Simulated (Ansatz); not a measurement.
Compare A (`N=CBCCF`) with its isomer B (`C/C(BN)=C\F`).

Calculated with Ansatz (gas phase, PBE0-D4/def2-TZVP geometries, no zero-point term in ΔE). CCSD(T)/CBS is the MP2 limit (def2-TZVPP, def2-QZVPP) plus CCSD(T) − MP2 in def2-TZVPP, frozen cores. Functionals use def2-TZVPP. B3LYP here is the variant with VWN-RPA as its local correlation; programs differ in this. One conformer a species, not always the lowest.

A:

```xyz
13

N    -1.941    1.886   -0.855
C    -1.326    0.828   -0.488
B     0.213    0.627   -0.700
C     1.107   -0.358    0.114
C     0.409   -1.339    1.023
F    -0.455   -2.129    0.278
H    -1.297    2.499   -1.364
H    -1.933    0.094    0.052
H     0.735    1.353   -1.503
H     1.791    0.267    0.710
H     1.777   -0.888   -0.576
H     1.110   -2.012    1.525
H    -0.189   -0.828    1.785
```

B:

Z-matrix (Å, degrees):
```
C
C 1 1.499
H 1 1.090 2 112.4
H 1 1.095 2 110.8 3 -120.8
H 1 1.095 2 110.7 3 120.7
B 2 1.549 1 122.6 3 178.6
C 2 1.329 1 121.9 3 -1.5
N 6 1.393 2 121.2 1 -0.0
H 6 1.200 2 120.6 1 180.0
F 7 1.339 2 123.4 1 0.0
H 7 1.084 2 124.9 1 -180.0
H 8 1.006 6 123.5 2 0.0
H 8 1.005 6 123.0 2 180.0
```

(1) Which is lower in electronic energy at CCSD(T)/CBS, and by how much? (Estimate.)

(2) Give E(B) − E(A) in kcal/mol with B3LYP, r2SCAN-D4, B3LYP-D4, CCSD/def2-TZVPP, HF/def2-TZVPP, B2PLYP, PBE-D4. (An estimate is asked.)

Largest T1 diagnostic: 0.012.

## Answers

(1) Ansatz gave: B, by 47.1 kcal/mol.

(2) Computed: B3LYP -47.7, r2SCAN-D4 -49.9, B3LYP-D4 -48.1, CCSD/def2-TZVPP -45.8, HF/def2-TZVPP -43.8, B2PLYP -47.8, PBE-D4 -49.2. None reverses the order clearly.

In def2-TZVPP, CCSD(T) changes the Hartree–Fock value by −2.5 kcal/mol (the triples alone add −0.5 kcal/mol) and MP2 by −5.2 kcal/mol.
